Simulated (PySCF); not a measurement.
1-ethyl-1-cyclopentene, C7H12.
Z-matrix (Å and degrees, PBE0-D3(BJ)/def2-SVP geometry), rows numbered from 1:
```
C 
C   1  1.5269
C   2  1.4953  1  113.52
C   3  1.3406  2  127.26  1  -116.46
C   4  1.5025  3  112.53  2   177.75
C   5  1.5391  4  102.79  3    13.96
C   3  1.5108  2  122.23  1    60.74
H   1  1.1009  2  110.97  3    59.77
H   1  1.1010  2  111.59  3   -60.16
H   1  1.1004  2  111.14  3   179.90
H   2  1.1016  1  109.88  3  -122.62
H   2  1.1055  1  108.83  3   121.37
H   4  1.0934  3  124.16  2     0.08
H   5  1.1025  4  113.30  3   135.80
H   5  1.1068  4  110.51  3  -105.52
H   6  1.0999  5  113.13  4  -146.01
H   6  1.1014  5  109.09  4    95.03
H   7  1.1062  3  110.10  2   -72.32
H   7  1.1033  3  112.54  2    45.65
```

Linear response at B3LYP/def2-SVPD (PySCF, frozen core in the response, non-relativistic). The structure is a single PBE0-D3(BJ)/def2-SVP conformer in the gas phase; no vibrational or solvent corrections.

Static isotropic polarisability: 83.62 au (12.39 Å³), principal values 68.5, 81.3, 101.0 au.

(1) What is the polarisability at 1064 nm and at the sodium D line?

(2) What is the isotropic C6 coefficient between two such molecules, C6 = (3/π)∫α(iω)² dω?

(3) Which effective excitation energy ω̄ makes London's formula C6 = (3/4)α²ω̄ exact here?

(4) How anisotropic is the static polarisability, by Δα² = ½[(α1 − α2)² + (α2 − α3)² + (α3 − α1)²]?

(5) What n − 1 at the D line would an ideal gas of it have at 273.15 K and 1 atm (2.6868 × 10¹⁹ cm⁻³), by n − 1 = 2π·N·α′?

(6) The lowest 6 singlets have (eV, f): 5.93, 0.028; 6.44, 0.112; 6.65, 0.088; 6.78, 0.039; 6.94, 0.074; 7.44, 0.008. What share of the static polarisability do they carry in the sum over states α = Σ f/ω²?

## Answers

(1) 84.33 au at 1064 nm (+0.9 %), 86.04 au at 589.3 nm (+2.9 %). The rise at 589.3 nm is 3.38 times that at 1064 nm; a pure ω² law gives 3.26. The lowest singlet lies at 209 nm, shorter than both wavelengths.

(2) 2909 au (Eh·bohr⁶) by a ten-point quadrature over imaginary frequencies, which is 1740 eV·Å⁶ or 168 J·nm⁶/mol.

(3) ω̄ = 4·C6/(3α²) = 0.555 Eh = 15.1 eV. A one-pole form α(ω) = α/(1 − ω²/ω̄²) fitted to the 1064 nm value gives 12.6 eV.

(4) Δα = 28.3 au, or 0.34 of the isotropic value.

(5) 21.52 × 10⁻⁴, a formal value whether or not that pressure can be reached.

(6) 5.94 au, 7.1 % of α; the largest term, 2.00 au, is that of the state at 6.44 eV. Their oscillator strengths add up to 0.35. Higher states carry the rest.
